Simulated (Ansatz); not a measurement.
System: CLiN, charge 0, multiplicity 1. 
Geometry from a B3LYP-D3(BJ)/def2-TZVP (Ansatz, a program for electronic structure) optimisation:
SMILES: [C]([Li])[N]
```xyz
3

Li     0.0000     0.0000    -2.0557
C      0.0000     0.0000    -0.1501
N      0.0000     0.0000     1.0096
```

### Question
Give the harmonic wavenumbers at B3LYP-D3(BJ)/def2-TZVP (Ansatz, finite differences of forces, unscaled).

### Answer
181, 181, 640, 2237 cm⁻¹. Zero-point energy 4.6 kcal/mol.

### Question
From these and the geometry, give the ideal-gas thermochemistry at 298.15 K and 1 atm (rigid rotor, harmonic oscillator).

### Answer
Point group C∞v, rotational symmetry number 1. Rotational constants 11.55, 11.55 GHz. S(trans) 36.41, S(rot) 14.48, S(vib) 5.02, S(elec, spin only) 0.00, S 55.9 cal/(mol K). H(298) - H(0) 2.90 kcal/mol; G - E(el) -9.1 kcal/mol.
